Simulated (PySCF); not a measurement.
PySCF input for BrFH2OSi, SMILES O[SiH](F)Br, r2SCAN-D4/def2-SVP. Geometry optimised at r2SCAN-D4/def2-SVP. Other conformers were not sampled.

```python
import numpy as np
from pyscf import gto, scf, dft, df
from pyscf.hessian import thermo

mol = gto.M(
    atom='''
    Si   -0.38807757    0.39320718    0.85613518
    O    -1.79737597   -0.40375380    1.10544632
    F    -0.66432594    1.91369345    0.38277637
    Br    0.79360851   -0.55057826   -0.76403213
    H     0.35928745    0.40608987    2.12210780
    H    -2.34455817   -0.63396185    0.34456642
    ''',
    basis='def2-SVP',
    charge=0,
    spin=0,
    max_memory=1600,
    verbose=3,
)
mf = dft.RKS(mol, xc='r2scan').density_fit(auxbasis='def2-universal-jkfit')
mf.disp = 'd4'
mf.grids.level = 4
mf.conv_tol = 1e-11
mf.max_cycle = 100
mf.kernel()

# [left out here: the lines that compute and print the analytic Hessian (its translational invariance restored by hand, since the grid's response is missing), thermochemistry and intensities]
```

Program output:

```
converged SCF energy = -3039.4206149891

WARN: MGGA Hessian is sensitive to dft grids. grids.level 4 may not be dense enough.


WARN: DFTD4 does not support analytical Hessian, using finite difference.


WARN: Mole.unit (angstrom) is changed to Bohr

Mode                                 0                   1                   2
Irrep
Freq [cm^-1]                      171.8392            220.6583            281.5631
Reduced mass [au]                   2.1230              6.5710              2.1455
Force const [Dyne/A]                0.0369              0.1885              0.1002
Char temp [K]                     247.2383            317.4782            405.1066
Normal mode                   x     y     z       x     y     z       x     y     z
       0  Si                -0.02 -0.05  0.00    0.01  0.04 -0.03    0.05  0.01  0.01
       1   O                -0.07  0.06  0.09    0.01  0.04 -0.00    0.09 -0.08 -0.09
       2   F                 0.01 -0.06 -0.04   -0.12  0.06  0.11   -0.01 -0.01 -0.03
       3  Br                 0.02  0.02 -0.01    0.03 -0.04 -0.01   -0.03  0.01  0.02
       4   H                -0.00 -0.11 -0.01    0.07 -0.01 -0.07    0.01 -0.01  0.04
       5   H                -0.38  0.50  0.18   -0.15  0.28  0.04   -0.21  0.62 -0.09
Mode                                 3                   4                   5
Irrep
Freq [cm^-1]                      341.2164            445.5177            744.3949
Reduced mass [au]                   7.0980              8.0531              1.2618
Force const [Dyne/A]                0.4869              0.9418              0.4119
Char temp [K]                     490.9344            641.0007           1071.0185
Normal mode                   x     y     z       x     y     z       x     y     z
       0  Si                -0.08  0.02 -0.07    0.05 -0.06 -0.13   -0.00  0.00  0.01
       1   O                 0.02 -0.12  0.06    0.03  0.05  0.00    0.07  0.05 -0.06
       2   F                 0.08  0.09  0.02   -0.01 -0.03  0.03   -0.00 -0.03  0.01
       3  Br                 0.01 -0.00  0.01   -0.02  0.02  0.04   -0.00 -0.00 -0.00
       4   H                -0.07 -0.01 -0.07    0.15 -0.12 -0.19   -0.41  0.06  0.25
       5   H                -0.22  0.03  0.19   -0.02 -0.12  0.09   -0.48 -0.30  0.47
Mode                                 6                   7                   8
Irrep
Freq [cm^-1]                      822.5306            847.9589            890.7824
Reduced mass [au]                   1.1739              1.6888              2.2783
Force const [Dyne/A]                0.4679              0.7154              1.0651
Char temp [K]                    1183.4383           1220.0241           1281.6375
Normal mode                   x     y     z       x     y     z       x     y     z
       0  Si                -0.02  0.01  0.04   -0.06  0.04  0.01    0.06 -0.05  0.03
       1   O                 0.02  0.00 -0.04    0.03  0.02 -0.04   -0.09 -0.04 -0.03
       2   F                -0.01  0.03 -0.04    0.03 -0.10  0.03   -0.01  0.10 -0.03
       3  Br                 0.00 -0.00  0.00    0.00  0.00 -0.00   -0.00  0.00  0.00
       4   H                 0.42 -0.73 -0.22    0.50  0.44 -0.33    0.28  0.41 -0.10
       5   H                -0.16 -0.18  0.16   -0.11 -0.01  0.08   -0.32 -0.16  0.18
Mode                                 9                  10                  11
Irrep
Freq [cm^-1]                      982.3870           2342.6248           3880.3368
Reduced mass [au]                   8.5767              1.0427              1.0671
Force const [Dyne/A]                4.8768              3.3715              9.4662
Char temp [K]                    1413.4362           3370.5155           5582.9407
Normal mode                   x     y     z       x     y     z       x     y     z
       0  Si                 0.07  0.11 -0.03   -0.02  0.00 -0.03    0.00  0.00 -0.00
       1   O                -0.12 -0.07  0.01    0.00  0.00 -0.00   -0.04 -0.02 -0.05
       2   F                 0.01 -0.08  0.02    0.00 -0.00 -0.00    0.00  0.00 -0.00
       3  Br                -0.00 -0.00  0.00   -0.00  0.00  0.00    0.00 -0.00 -0.00
       4   H                -0.02 -0.15  0.03    0.50  0.01  0.84    0.00 -0.00  0.00
       5   H                -0.18 -0.11  0.06   -0.00 -0.00 -0.00    0.56  0.24  0.75
temperature 298.1500 [K]
pressure 101325.00 [Pa]
Rotational constants [GHz] 6.59606 2.02616 1.66753
Symmetry number 1
Zero-point energy (ZPE) 0.02727 [Eh]   71607.326 [J/mol]
                           tot       elec      trans        rot        vib
Entropy [J/mol/K]       320.781      0.000    170.814    113.258     36.709
Cv [J/mol/K]             71.834      0.000     12.472     12.472     46.891
Cp [J/mol/K]             80.149      0.000     20.786     12.472     46.891
Internal energy [J/mol]                      3718.434   3718.434  78294.574
Internal energy [Eh]   -3039.38796  -3039.42061
Enthalpy [J/mol]                             6197.391   3718.434  78294.574
Enthalpy [Eh]          -3039.38702
Gibbs free energy [J/mol]                  -44730.895 -30049.534  67349.884
Gibbs free energy [Eh] -3039.42345
static polarisability / bohr^3: [[37.623 -2.111 -5.666]
 [-2.111 32.205  5.309]
 [-5.666  5.309 40.221]]
largest difference of analytic and finite-field dipole derivatives / e: 0.0006416038751955178
mode   freq/cm-1   IR/(km/mol)   Raman/(A^4/amu)   depolarisation
   1      171.84        31.486             2.593            0.729
   2      220.66        10.252             1.648            0.624
   3      281.56        81.275             2.478            0.547
   4      341.22        59.960             1.514            0.722
   5      445.52        87.992             6.970            0.217
   6      744.39        84.644             1.929            0.658
   7      822.53       188.293            10.911            0.638
   8      847.96       197.662             9.952            0.378
   9      890.78       100.274             5.580            0.397
  10      982.39       158.236             1.485            0.383
  11     2342.62        84.002           129.635            0.192
  12     3880.34       129.419            77.196            0.282
max |gradient| / (hartree/bohr): 0.00022455170709133738
APT charges: [ 1.9198 -0.8746 -0.6447 -0.4813 -0.2567  0.3435]
```

Self-consistency was reached.
